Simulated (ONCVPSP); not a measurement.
## Which change was made? (Er, ONCV)

| Item | Value |
| --- | --- |
| Element | erbium (Er) |
| Generator | ONCVPSP 4.0.1 |
| Type | optimised norm-conserving Vanderbilt (ONCV) |
| Functional | PBEsol |
| Relativity | scalar-relativistic |
| Frozen core | [Kr] |
| Valence charge | 32 |
| Reference configuration | 4d10 4f12 5s2 5p6 6s1.5 (charge +0.5) |
| Partial waves | 5s+6s: rc 1.85 bohr, ncon 4, nbas 9, qcut 5.7 1/bohr, 2 projectors; 5p: rc 1.55 bohr, ncon 5, nbas 9, qcut 5.8 1/bohr, 2 projectors, debl 0.6 Ha; 4d: rc 0.75 bohr, ncon 4, nbas 9, qcut 18 1/bohr, 1 projector; 4f: rc 0.95 bohr, ncon 5, nbas 10, qcut 19.5 1/bohr, 3 projectors, debl 3.5 Ha |
| Local potential | polynomial inside 0.70 bohr (lpopt 5, dvloc0 1 Ha) |
| Core correction | Teter function fitted to the true core (icmod 2), fcfact 0.35 |

In the p channel the program set the typed energies aside and used -1.087, 0.250 Ha.

Cutoffs, loose and tight: the cutoffs (Ha) at which the residual kinetic energy of the hardest occupied pseudo-wave falls to 1 and 0.1 mHa per electron. They do not see the model core or the augmentation charge, which bear on the density cutoff. Test errors are all-electron minus pseudo excitation energies from the reference, over the configurations 4d10 4f12 5s2 5p6 6s2; 4d10 4f12 5s2 5p6 6s1; 4d10 4f12 5s2 5p6 6s0; 4d10 4f11 5s2 5p6 5d1 6s2; variants that change the core or the reference have their own tests.

The base gives: outcome: generated, projector energies reset by the program; cutoff, loose: 160 Ha; cutoff, tight: 179 Ha; bound ghosts: s, p; GHOST(+) flags above zero: none; largest test error (meV): tests left out (the all-electron energies of this program are off by 10 to 40 meV for near-neutral 4f atoms).

After one change the result is: outcome: failed: ERROR pspot: first pseudo wave function has node, program will stop. Which change was it?
A. s: qcut 6.8; p: qcut 7; d: qcut 21.6; f: qcut 23.4
B. s: qcut 3.8; p: qcut 3.8; d: qcut 11.9; f: qcut 12.9
C. s: qcut 7.7; p: qcut 7.8; d: qcut 24.3; f: qcut 26.3
D. s: qcut 4.1; p: qcut 4.2; d: qcut 12.9; f: qcut 14

C. The others give: s: qcut 6.8; p: qcut 7; d: qcut 21.6; f: qcut 23.4 → outcome: generated, projector energies reset by the program; cutoff, loose: 198 Ha; cutoff, tight: 229 Ha; bound ghosts: s, p; GHOST(+) flags above zero: none; largest test error (meV): tests left out (the all-electron energies of this program are off by 10 to 40 meV for near-neutral 4f atoms) | s: qcut 3.8; p: qcut 3.8; d: qcut 11.9; f: qcut 12.9 → outcome: generated, projector energies reset by the program; cutoff, loose: 538 Ha; cutoff, tight: 668 Ha; bound ghosts: s, p, f; GHOST(+) flags above zero: f; largest test error (meV): tests left out (the all-electron energies of this program are off by 10 to 40 meV for near-neutral 4f atoms) | s: qcut 4.1; p: qcut 4.2; d: qcut 12.9; f: qcut 14 → outcome: generated, projector energies reset by the program; cutoff, loose: 499 Ha; cutoff, tight: 576 Ha; bound ghosts: s, p; GHOST(+) flags above zero: f; largest test error (meV): tests left out (the all-electron energies of this program are off by 10 to 40 meV for near-neutral 4f atoms).
